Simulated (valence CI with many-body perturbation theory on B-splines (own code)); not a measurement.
The numbers below are computed, except where a source is named.
Gd³⁰⁺: what each term of the Hamiltonian does

Method: relativistic CI+MBPT: six valence electrons over a frozen Dirac-Fock core [Ar] 3d10, a basis of 9 s, 9 p, 8 d, 6 f, 3 g, 1 h functions for each j, with the one-electron correlation potential Σ1, the two-electron term Σ2, the three-electron term Σ3, Breit, model QED; selected CI, second order for the rest, scaled by the run's own slope (own B-spline code, finite nucleus).

The last digits are not significant, and no measured levels were compared; by estimate large intervals hold to a few tenths of a per cent, small ones and those within an open d or f shell to about a per cent. Among the levels kept, up to 640 cm⁻¹ of a level comes from second order outside the variational space, and about a tenth of that is noise between levels of different J, which matters for small intervals.

Each rung adds one term. CI alone is the Dirac-Coulomb CI over the frozen core; QED comes last and gives the full result, which names the levels. Energies are above (4s^2 4p1/2^2 4p3/2^2) J=2 on the same rung, in eV.

Levels are named by their leading jj configuration (3d3/2^4 stands for four electrons in 3d with j = 3/2), which in mixed levels can hold well under half, so a name can repeat and another be missing. Letters in brackets count levels of one name in rising energy.

```csv
Level,CI alone
(4s^2 4p1/2^2 4p3/2^2) J=0,6.99
(4s^2 4p1/2 4p3/2^3) J=1,40.95
(4s^2 4p1/2 4p3/2^3) J=2,44.73
(4s^2 4p3/2^4) J=0,88.67
(4s 4p1/2^2 4p3/2^3) J=2,112.99
(4s^2 4p1/2^2 4p3/2 4d3/2) J=1,116.74
(4s^2 4p1/2^2 4p3/2 4d3/2) J=2,119.31
(4s^2 4p1/2^2 4p3/2 4d3/2) J=0,120.56
(4s^2 4p1/2^2 4p3/2 4d3/2) J=3,121.07
(4s^2 4p1/2^2 4p3/2 4d5/2) J=4,128.76
(4s 4p1/2^2 4p3/2^3) J=1,129.94
(4s^2 4p1/2^2 4p3/2 4d5/2) J=2,134.82
(4s^2 4p1/2^2 4p3/2 4d5/2) J=3,138.92
(4s^2 4p1/2^2 4p3/2 4d5/2) J=1,143.66
(4s 4p1/2 4p3/2^4) J=0,152.18
(4s^2 4p1/2 4p3/2^2 4d3/2) J=1 [a],154.93
```

(1) What do these energies become with core correlation, Breit and QED?

(2) How does the ionisation energy move along the ladder, and which term matters most?

## Answers

(1) (4s^2 4p1/2^2 4p3/2^2) J=0 6.88 (-0.114); (4s^2 4p1/2 4p3/2^3) J=1 40.85 (-0.096); (4s^2 4p1/2 4p3/2^3) J=2 44.53 (-0.196); (4s^2 4p3/2^4) J=0 88.33 (-0.337); (4s 4p1/2^2 4p3/2^3) J=2 112.70 (-0.292); (4s^2 4p1/2^2 4p3/2 4d3/2) J=1 116.32 (-0.422); (4s^2 4p1/2^2 4p3/2 4d3/2) J=2 118.78 (-0.534); (4s^2 4p1/2^2 4p3/2 4d3/2) J=0 120.03 (-0.529); (4s^2 4p1/2^2 4p3/2 4d3/2) J=3 120.49 (-0.579); (4s^2 4p1/2^2 4p3/2 4d5/2) J=4 128.04 (-0.717); (4s 4p1/2^2 4p3/2^3) J=1 129.08 (-0.862); (4s^2 4p1/2^2 4p3/2 4d5/2) J=2 133.85 (-0.965); (4s^2 4p1/2^2 4p3/2 4d5/2) J=3 137.84 (-1.080); (4s^2 4p1/2^2 4p3/2 4d5/2) J=1 142.55 (-1.111); (4s 4p1/2 4p3/2^4) J=0 151.83 (-0.357); (4s^2 4p1/2 4p3/2^2 4d3/2) J=1 [a] 154.40 (-0.528).

(2) CI alone 1190.4, + Σ1 1191.8, + Σ2 1192.0, + Σ3 1191.6, + Breit 1190.9, + QED 1190.9 eV. The largest step is Σ1, 1.4 eV. NIST lists 1189 ± 4 eV (theoretical).
